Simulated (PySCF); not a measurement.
Start geometry of `[F][Bi]([F])[F]` from GFN2-xTB (Å):
```
atom  x, y, z in Å
Bi1   -0.006    0.005    0.834
F2     1.690   -0.030   -0.268
F3    -0.818    1.476   -0.292
F4    -0.866   -1.451   -0.275
```

Q: What comes out of this run: PySCF 2.14.0, PBE0-D3(BJ)/def2-SVP geometry optimisation, gas phase, def2 core potentials past Kr?

A: 
```
atom  x, y, z in Å
Bi1    0.0002    0.0104    0.7771
F2     1.7294   -0.0393   -0.2596
F3    -0.8383    1.5129   -0.2755
F4    -0.8912   -1.4841   -0.2420
```

The energy falls by 0.74 kcal/mol over 5 energy and gradient evaluations, the largest force component goes from 0.0160 to 1.3e-04 Eh/bohr, and the atoms move by 0.048 Å rms after alignment. Among the bonds, Bi1–F2, Bi1–F3 and Bi1–F4 change most and about equally (-0.006 to -0.005 Å). Bonds longer at the end by more than 0.005 Å: 0 of 3; shorter: 3. Among the angles that change most is F2–Bi1–F3, from 92.6° to 96.1°. Rotational constants go from 3699, 3694, 3107 to 3796, 3781, 2962 MHz. The orientation of the end geometry is arbitrary; only internal coordinates are fixed.

The run used 68 basis functions and 31 SCF cycles in all. The run took 9.3 s wall on one thread, x86-64 server (shared host).

No PBE0-D3(BJ)/def2-SVP frequencies stand behind this structure, so it isn't proved a minimum.
